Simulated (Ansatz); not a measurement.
Molecule: BF, net charge 1, doublet state. 
Structure (B3LYP-D3(BJ)/def2-TZVP (Ansatz, an electronic-structure program) minimum search):
```
B
F 1 1.2149
```
Charge +1, spin multiplicity 2.

Basis-set convergence of Hartree-Fock and MP2 correlation energies (hartree) with Ansatz. Cores are frozen in the correlated levels unless marked. Open shells are spin-unrestricted. Spin-orbit coupling is left out. No relativistic terms.

```csv
basis,functions,E(HF),"E(corr, MP2)"
aug-cc-pVDZ,46,-123.75077,-0.23618
aug-cc-pVTZ,92,-123.79662,-0.29510
aug-cc-pVQZ,160,-123.80634,-0.31807
```

Extrapolating the two largest sets (X = 3 and 4) as X^-3: E(corr) = (64·(-0.31807) - 27·(-0.29510))/37 = -0.3348 Eh, an estimate of the basis-set limit. The largest set recovers 95.0 % of it, the smallest 70.5 %.
